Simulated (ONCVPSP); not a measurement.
## sulfur: one change to an ONCV potential, before and after

ONCVPSP 4.0.1 input, shortened (lines: element, Z, core and valence counts, functional; n l f; lmax; l rc ep ncon nbas qcut; lloc lpopt rc5 dvloc0; l nproj debl; icmod fcfact rcfact), PBE, scalar-relativistic:

```
  S 16.00    1    4        4      upf
    1    0    2.00
    2    0    2.00
    2    1    6.00
    3    0    2.00
    3    1    4.00
    2
    0    0.65    0.00    4    7   24.20
    1    0.80    0.00    4    7   13.80
    2    0.65    0.25    4    8   15.50
    4    5    0.45    0.00
    0    2    0.50
    1    3    2.40
    2    2    2.20
    1    0.15    0.00
```

All-electron outer shells of the reference configuration (PBE, scalar-relativistic, ld1.x):

```tsv
shell	level (eV)	outermost node (bohr)	outermost maximum (bohr)
1s	-2405.94	–	0.06
2s	-211.71	0.13	0.39
2p	-156.51	–	0.33
3s	-17.26	0.60	1.40
3p	-7.01	0.58	1.61
```

Change: p: rc 0.66.

Cutoffs: the cutoffs (Ha) at which the residual kinetic energy of the hardest occupied pseudo-wave falls to 1 and 0.1 mHa per electron; they do not see the model core or the augmentation charge, which bear on the density cutoff. Errors are all-electron minus pseudo energies relative to the spin-unpolarised reference configuration.

Problem. What does the change do?

Solution. The potential gets harder (186 Ha and 243 Ha → 337 Ha and 458 Ha); both files keep a bound ghost (p); the number of tests with a reliable result goes from 4 to 0. A smaller radius makes the pseudo-wave follow the all-electron one further in, where it bends more sharply, so more plane waves are needed.

| quantity | base | changed |
| --- | --- | --- |
| cutoff, loose | 186 Ha | 337 Ha |
| cutoff, tight | 243 Ha | 458 Ha |
| loose cutoff by channel | s 170 Ha, p 186 Ha | s 170 Ha, p 337 Ha |
| bound ghosts | p | p |
| GHOST(+) flags under 300 eV | none | none |
| tests with a reliable result | 4 of 4 | 0 of 4 |
| s: phases at 0.66 bohr within 0.05 rad from the reference energy up to (Ha; the scan ends near 5) | to the end of the scan | to the end of the scan |
| d: phases at 0.66 bohr within 0.05 rad from the reference energy up to (Ha; the scan ends near 5) | to the end of the scan | to the end of the scan |
| rms error of d²Exc/dni dnj with the model core, mHa | 2.63 | 2.54 |

 A true bound ghost makes a file unfit for plane-wave use even where its test errors are small: the radial tests pick states by their node count and pass the ghost by.
